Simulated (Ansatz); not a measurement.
`CBOCO` + `O=C[SiH2][SiH2][AlH2]` → `CB[SiH2][SiH2][AlH2]` + `O=COCO`  (formal exchange of groups at a B–O bond)

Program: Ansatz. Geometries: PBE0-D4/def2-TZVP. ΔE: electronic, gas phase. CBS: MP2 limit from def2 TZ/QZ plus the TZ coupled-cluster correction, frozen cores. Functionals use def2-TZVPP. One conformer a species, not always the lowest.

`CBOCO`:

Z-matrix (Å, degrees):
```
C
B 1 1.558
H 1 1.095 2 110.4
H 1 1.096 2 109.7 3 -115.6
H 1 1.091 2 113.6 3 122.6
O 2 1.354 1 119.7 3 -123.7
H 2 1.206 1 122.2 3 55.7
C 6 1.410 2 121.3 1 -176.4
O 8 1.385 6 111.2 2 99.5
H 8 1.093 6 110.4 2 -18.6
H 8 1.096 6 106.4 2 -138.4
H 9 0.962 8 108.6 6 64.2
```

`O=C[SiH2][SiH2][AlH2]`:

```xyz
12

O    -2.798    1.082    1.838
C    -1.798    1.498    1.314
Si   -0.990    0.666   -0.226
Si    0.865   -0.585    0.477
Al    1.925   -1.596   -1.482
H    -1.278    2.389    1.745
H    -2.005   -0.182   -0.903
H    -0.534    1.746   -1.146
H     1.763    0.372    1.190
H     0.367   -1.580    1.469
H     1.479   -3.038   -1.973
H     3.003   -0.772   -2.303
```

`CB[SiH2][SiH2][AlH2]`:

Cartesian coordinates in Å:
```
C -0.834 -0.010 -1.571
B 0.629 0.533 -1.514
Si 1.278 1.340 0.200
Si 0.885 -0.424 1.707
Al -1.365 -1.201 1.119
H -1.501 0.317 -0.756
H -0.776 -1.110 -1.584
H -1.345 0.234 -2.509
H 1.330 0.337 -2.466
H 2.664 1.882 0.230
H 0.325 2.418 0.602
H 0.998 0.079 3.107
H 1.930 -1.471 1.512
H -2.625 -0.310 1.498
H -1.593 -2.613 0.425
```

`O=COCO`:

Z-matrix (Å, degrees):
```
C
O 1 1.371
O 1 1.445 2 112.6
H 1 1.094 2 112.8 3 121.4
H 1 1.087 2 108.5 3 -115.0
H 2 0.965 1 107.2 3 -73.6
C 3 1.326 1 114.4 2 66.4
O 7 1.201 3 125.5 1 -1.7
H 7 1.099 3 110.2 1 178.5
```

```json
{"level": "PBE0-D4", "ΔE (kJ/mol)": "74.7", "difference from CCSD(T)/CBS": "-16.3"}
{"level": "ωB97M-V", "ΔE (kJ/mol)": "86.7", "difference from CCSD(T)/CBS": "-4.3"}
{"level": "B2PLYP", "ΔE (kJ/mol)": "99.8", "difference from CCSD(T)/CBS": "8.8"}
{"level": "r2SCAN", "ΔE (kJ/mol)": "79.0", "difference from CCSD(T)/CBS": "-12.0"}
{"level": "PBE0", "ΔE (kJ/mol)": "81.7", "difference from CCSD(T)/CBS": "-9.3"}
{"level": "HF/def2-TZVPP", "ΔE (kJ/mol)": "112.1", "difference from CCSD(T)/CBS": "21.1"}
{"level": "SCS-MP2/def2-TZVPP", "ΔE (kJ/mol)": "98.2", "difference from CCSD(T)/CBS": "7.2"}
{"level": "CCSD/def2-TZVPP", "ΔE (kJ/mol)": "94.3", "difference from CCSD(T)/CBS": "3.3"}
{"level": "MP2/def2-QZVPP", "ΔE (kJ/mol)": "91.9", "difference from CCSD(T)/CBS": "0.9"}
{"level": "HF/CBS(def2)", "ΔE (kJ/mol)": "114.2", "difference from CCSD(T)/CBS": "23.2"}
{"level": "CCSD(T)/CBS", "ΔE (kJ/mol)": "91.0", "difference from CCSD(T)/CBS": "0"}
```

Largest T1 diagnostic among the species: 0.016.

The D4 term adds −13.4 kJ/mol with B3LYP and −7.1 kJ/mol with PBE0; it sums over pairs of atoms, weighted by their polarisabilities, and B3LYP, whose exchange is more repulsive, gets the larger term. In def2-TZVPP, CCSD(T) changes the Hartree–Fock value by −23.0 kJ/mol (the triples alone add −5.2 kJ/mol) and MP2 by −21.9 kJ/mol.

B3LYP here is the variant with VWN-RPA as its local correlation; programs differ in this.
